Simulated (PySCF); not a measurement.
Compound: trisilylarsane, AsH₉Si₃.
Atom-mapped SMILES: `[SiH3:1][As:2]([SiH3:3])[SiH3:4]` (hydrogens: H5, H6, H7 on Si1; H8, H9, H10 on Si3; H11, H12, H13 on Si4)

Method: PBE0-D3(BJ)/def2-SVP geometry optimisation, gas phase in PySCF; density fitting, grid level 1; the optimiser is geomeTRIC in internal coordinates, started from a GFN2-xTB structure.

Step 0: E = -84589.0880 eV
```
atom  x, y, z in Å  |  force x, y, z in eV/Å
Si1    -0.7549    1.7878   -0.4877   -0.135   0.238   0.217
As2     0.2457   -0.2157   -1.0872    0.200  -0.182  -0.876
Si3     1.9803   -0.1855    0.4515    0.130   0.029   0.310
Si4    -1.1777   -1.6457    0.0569   -0.176  -0.109   0.276
H5      0.0895    2.9179   -0.8996    0.388   0.267  -0.200
H6     -1.0144    1.9513    0.9517   -0.031  -0.068   0.506
H7     -2.0472    1.9323   -1.1717   -0.405  -0.096  -0.306
H8      2.9633    0.8440    0.0868    0.235   0.379  -0.259
H9      2.6788   -1.4783    0.4528    0.128  -0.484  -0.121
H10     1.5798    0.0825    1.8420   -0.269   0.102   0.426
H11    -0.6430   -3.0148    0.0379    0.301  -0.390  -0.095
H12    -2.4935   -1.6782   -0.5978   -0.372   0.093  -0.325
H13    -1.4112   -1.2970    1.4681    0.005   0.221   0.448
```

**Question.** Estimate the geometry and energy of step 1. (The exact step hangs on the optimiser's Hessian estimate; all steps are aligned on step 0, rigid shifts and turns removed.)

**Answer.** E = -84589.2156 eV, largest force 0.079 eV/Å
```
atom  x, y, z in Å  |  force x, y, z in eV/Å
Si1    -0.7562    1.7887   -0.4735    0.030  -0.041  -0.047
As2     0.2631   -0.2308   -1.1658   -0.020   0.001   0.029
Si3     1.9712   -0.1839    0.4682   -0.022  -0.007  -0.076
Si4    -1.1775   -1.6384    0.0747    0.038   0.020  -0.064
H5      0.1376    2.9098   -0.9009   -0.051  -0.002   0.031
H6     -0.9803    1.8656    1.0052    0.001   0.005  -0.030
H7     -2.0690    1.8906   -1.1836    0.026   0.038   0.042
H8      2.9377    0.8858    0.0680    0.003  -0.039   0.052
H9      2.6506   -1.5164    0.4379    0.010   0.049   0.039
H10     1.4692    0.0894    1.8524    0.014  -0.005  -0.028
H11    -0.5919   -3.0145    0.0346   -0.053   0.020   0.031
H12    -2.5062   -1.6339   -0.6130    0.019  -0.029   0.052
H13    -1.3527   -1.2117    1.4994    0.004  -0.009  -0.030
```

The energy changes by -0.1276 eV. The first-order estimate −F·Δx gives -0.2804 eV and the mean of the old and new forces, exact on a quadratic surface, -0.1270 eV. The step makes an angle of 52° with the force vector and moves no atom by more than 0.111 Å.

What follows is the cost of the whole optimisation. Time: 29 s; peak memory 0.58 GiB. Hardware: an Arm Neoverse V1 with one thread, shared host with 32 logical CPUs at a one-minute load of 15.
